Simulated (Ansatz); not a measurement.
A structure relaxed at r2SCAN-D4/def2-SVP in Ansatz, charge 0, singlet:

```xyz
56

C    -3.096    1.740    0.564
C    -1.746    1.034    0.603
C    -1.549    0.018   -0.536
C    -0.178   -0.680   -0.465
C     1.037    0.255   -0.553
C     2.366   -0.517   -0.460
C     2.568   -1.323    0.838
C     3.972   -1.935    0.874
C     2.291   -0.484    2.070
C     1.299   -0.855    2.991
C     1.014   -0.076    4.116
C     1.738    1.099    4.327
Cl    1.392    2.086    5.722
C     2.739    1.494    3.433
C     3.005    0.702    2.316
C     1.008    1.117   -1.798
C     0.918    0.546   -3.079
C     0.901    1.338   -4.229
C     0.977    2.728   -4.100
Cl    0.956    3.725   -5.530
C     1.071    3.326   -2.842
C     1.085    2.515   -1.705
C    -2.648   -1.025   -0.577
C    -3.411   -1.224   -1.736
C    -4.413   -2.196   -1.796
C    -4.657   -2.988   -0.672
Cl   -5.904   -4.206   -0.728
C    -3.915   -2.815    0.501
C    -2.920   -1.838    0.537
H    -3.244    2.256   -0.401
H    -3.173    2.496    1.362
H    -3.930    1.030    0.690
H    -1.606    0.526    1.576
H    -0.942    1.788    0.544
H    -1.597    0.577   -1.490
H    -0.128   -1.245    0.482
H    -0.120   -1.437   -1.269
H     1.006    0.939    0.313
H     3.195    0.207   -0.568
H     2.457   -1.206   -1.321
H     1.842   -2.156    0.843
H     4.112   -2.558    1.771
H     4.747   -1.151    0.885
H     4.147   -2.565   -0.014
H     0.732   -1.778    2.825
H     0.239   -0.373    4.828
H     3.297    2.415    3.617
H     3.788    1.020    1.618
H     0.854   -0.541   -3.189
H     0.831    0.888   -5.222
H     1.129    4.414   -2.760
H     1.159    2.982   -0.717
H    -3.220   -0.599   -2.616
H    -5.004   -2.344   -2.703
H    -4.123   -3.443    1.371
H    -2.346   -1.704    1.461
```

(1) Give its formula, name or SMILES.

(2) Summarise the bond lengths by kind (pairs closer than 1.2 times the sum of covalent radii, bridged metal pairs left out).

Answers

(1) `CCC(CC(CC(C)c1ccc(Cl)cc1)c1ccc(Cl)cc1)c1ccc(Cl)cc1`.

(2) 28 × C–C 1.40 to 1.54 Å; 3 × C–Cl 1.74 Å; 27 × C–H 1.09 to 1.11 Å.

Single mean-field runs in def2-SVP are fitted with def2-universal-jkfit.
